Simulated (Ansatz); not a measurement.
Cost and result for the atomization energy of C2H7AlO2 (12 atoms, 12 bonds).

```csv
atom,x (Å),y (Å),z (Å)
C1,0.0778,1.6628,1.1228
O2,-0.3717,0.3197,1.0759
C3,-0.5381,-0.1960,-0.1529
O4,0.9125,-0.5414,-0.7745
Al5,-0.2484,-2.0770,-0.6209
H6,-0.5542,2.3022,0.4950
H7,1.1162,1.7338,0.7870
H8,0.0101,1.9904,2.1592
H9,-0.9455,0.5315,-0.8669
H10,1.0387,-0.1124,-1.6262
H11,-0.7581,-2.5067,-2.0646
H12,0.2608,-3.1068,0.4662
```

Charge 0, multiplicity 1. The bonds changed during the relaxation, so this is another structure than the one it started from. The structure was optimised at the PBE0-D4/def2-TZVP level. It is one conformer, not always the lowest. Program: Ansatz. All runs use 4 threads of an Arm Neoverse V2 on a shared host. Times are those of one run each, without the atoms' runs, and a repeat can differ threefold. Electronic energies, without spin–orbit coupling; frozen cores. CCSD(T)/CBS adds CCSD(T) − MP2 in def2-TZVPP to the MP2 limit, and its time is that of the two runs behind it. T1 = 0.013. B3LYP takes the VWN-RPA correlation (the form of Gaussian; ORCA's B3LYP/G).

CCSD(T)/CBS is a level of theory with its own doubt, some kJ/mol a heavy atom from the limit and from the frozen cores, so smaller differences don't rank the functionals.

```csv
level,functions,wall time
PBE-D4/def2-TZVPP (with forces),264,2.2 s
PBE0-D4/def2-TZVPP,264,2.4 s
B3LYP-D4/def2-TZVPP (with forces),264,3.9 s
r2SCAN-D4/def2-TZVPP (with forces),264,4.1 s
B2PLYP/def2-TZVPP,264,4.6 s
ωB97X-V/def2-TZVPP,264,7 s
ωB97M-V/def2-TZVPP (with forces),264,9.5 s
MP2/def2-QZVPP,508,19 s
CCSD(T)/def2-TZVPP,264,2.4 min
CCSD(T)/CBS(def2),–,2.7 min
```

Task: What atomization energy does each give, and how far from CCSD(T)/CBS? (Best estimate.)

Result: The calculation gave: 
| level | atomization (kJ/mol) | difference from CCSD(T)/CBS | per bond |
| --- | --- | --- | --- |
| PBE-D4/def2-TZVPP (with forces) | 4277.2 | 72.2 | 6.0 |
| PBE0-D4/def2-TZVPP | 4180.8 | -24.2 | -2.0 |
| B3LYP-D4/def2-TZVPP (with forces) | 4190.0 | -15.0 | -1.2 |
| r2SCAN-D4/def2-TZVPP (with forces) | 4213.3 | 8.3 | 0.7 |
| B2PLYP/def2-TZVPP | 4147.0 | -58.0 | -4.8 |
| ωB97X-V/def2-TZVPP | 4209.8 | 4.8 | 0.4 |
| ωB97M-V/def2-TZVPP (with forces) | 4211.7 | 6.7 | 0.6 |
| MP2/def2-QZVPP | 4224.8 | 19.8 | 1.7 |
| CCSD(T)/def2-TZVPP | 4092.1 | -112.9 | -9.4 |
| CCSD(T)/CBS(def2) | 4205.0 | 0.0 | 0.0 |

From PBE to PBE0 (25 % exact exchange), in def2-TZVPP and without D4, the atomization energy moves by −93.1 kJ/mol: exact exchange takes away binding that semilocal exchange gives to molecules. The D4 term adds +33.5 kJ/mol with B3LYP and +17.6 kJ/mol with PBE0; it sums over pairs of atoms, weighted by their polarisabilities, and B3LYP, whose exchange is more repulsive, gets the larger term. In def2-TZVPP, CCSD(T) changes the Hartree–Fock value by +1133.5 kJ/mol (the triples alone add +66.5 kJ/mol) and MP2 by +1199.2 kJ/mol; breaking electron pairs costs correlation energy, which Hartree–Fock lacks.
